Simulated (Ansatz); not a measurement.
Reaction (formal exchange of groups at the Si–C bond): `C=C(C)[SiH2][AlH2]` + `O=C(O)O[SiH3]` → `[AlH2][SiH2]O[SiH3]` + `C=C(C)C(=O)O`

Isolated molecules relaxed with PBE0-D4/def2-TZVP in Ansatz; ΔE leaves out vibrations. CCSD(T)/CBS adds triple-zeta CCSD(T) − MP2 to the extrapolated MP2 energy (def2 sets, frozen cores). Functionals use def2-TZVPP. Each species was taken in one conformer, which may not be the lowest.

`C=C(C)[SiH2][AlH2]`:

Cartesian coordinates in Å:
```
C 0.639 0.986 -1.702
C 0.467 0.060 -0.760
C 0.111 -1.357 -1.096
Si 0.615 0.522 1.054
Al -1.545 0.301 2.211
H 0.903 2.011 -1.463
H 0.528 0.748 -2.759
H -0.836 -1.649 -0.631
H 0.020 -1.503 -2.176
H 0.869 -2.051 -0.720
H 1.594 -0.399 1.713
H 1.169 1.903 1.157
H -2.631 -0.730 1.670
H -1.900 1.158 3.503
```

`O=C(O)O[SiH3]`:

Cartesian coordinates in Å:
```
O 1.070 -1.160 -0.260
C 1.058 0.043 -0.207
O 2.121 0.824 -0.384
O -0.014 0.777 0.035
Si -1.472 -0.045 0.288
H 2.867 0.236 -0.555
H -1.837 -0.815 -0.921
H -2.430 1.057 0.523
H -1.364 -0.915 1.479
```

`[AlH2][SiH2]O[SiH3]`:

```xyz
11

Al    0.988    1.211   -2.322
Si   -0.407   -0.189   -0.852
O     0.090   -0.072    0.717
Si   -0.256   -0.596    2.226
H     2.200    2.069   -1.757
H     0.665    1.254   -3.878
H    -1.849    0.203   -0.934
H    -0.364   -1.625   -1.269
H     0.682    0.059    3.170
H    -0.095   -2.072    2.311
H    -1.655   -0.243    2.589
```

`C=C(C)C(=O)O`:

```xyz
12

C     1.183    0.175    1.173
C     0.298    0.006    0.195
C     0.626   -0.568   -1.145
C    -1.104    0.424    0.476
O    -1.505    0.898    1.506
O    -1.915    0.212   -0.577
H     2.222   -0.105    1.044
H     0.875    0.598    2.121
H     0.394    0.140   -1.944
H     0.036   -1.466   -1.343
H     1.684   -0.825   -1.202
H    -2.794    0.511   -0.304
```

CCSD(T)/CBS gives -23.9 kcal/mol.

Task: Another level gave -20.7 kcal/mol. Which?
A. B2PLYP/def2-TZVPP
B. CCSD(T)/def2-TZVPP
C. PBE0/def2-TZVPP
D. PBE-D4/def2-TZVPP

Result: C. PBE0 -20.7, CCSD(T)/def2-TZVPP -23.0, PBE-D4 -19.7, B2PLYP -24.2 kcal/mol.

Largest T1 diagnostic among the species: 0.014.

In def2-TZVPP, CCSD(T) changes the Hartree–Fock value by +2.4 kcal/mol (the triples alone add +0.5 kcal/mol) and MP2 by +1.7 kcal/mol.

CCSD(T)/CBS has its own doubt, a few kJ/mol and more with outer-core shells, so smaller differences from it don't rank the levels.
